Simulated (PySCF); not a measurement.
Computed IR spectrum (relative IR intensity) of a molecule CH₉ClOSi₃. Geometry optimised at PBE0-D3(BJ)/def2-SVP. Other conformers were not sampled. Level of theory: PBE0-D3(BJ)/def2-SVP in PySCF. Frequencies are harmonic and unscaled.

Lines under 2 % of the strongest are left out, and lines within 2 cm⁻¹ are merged.

ν (cm⁻¹): 294 (vw), 501 (w), 523 (vw), 546 (w), 610 (w), 734 (vw), 767 (w), 778 (s), 824 (s), 877 (m), 928 (w), 930 (w), 941 (m), 970 (m), 1082 (vs), 1267 (w), 2218 (w), 2221 (m), 2234 (w), 2239 (w), 2242 (m), 2261 (m) (against the strongest line: vs over 80 %, s over 45 %, m over 15 %, w over 4 %, vw less)

Question: Which molecule gave these data?
A. C[SiH2]O[Si@H]([SiH3])Cl
B. C[Si@]([SiH3])(Cl)[SiH2]O
C. O[C@@H]([SiH3])[Si@@H]([SiH3])Cl
D. O[SiH2]C[Si@H]([SiH3])Cl

Answer: A, C[SiH2]O[Si@H]([SiH3])Cl
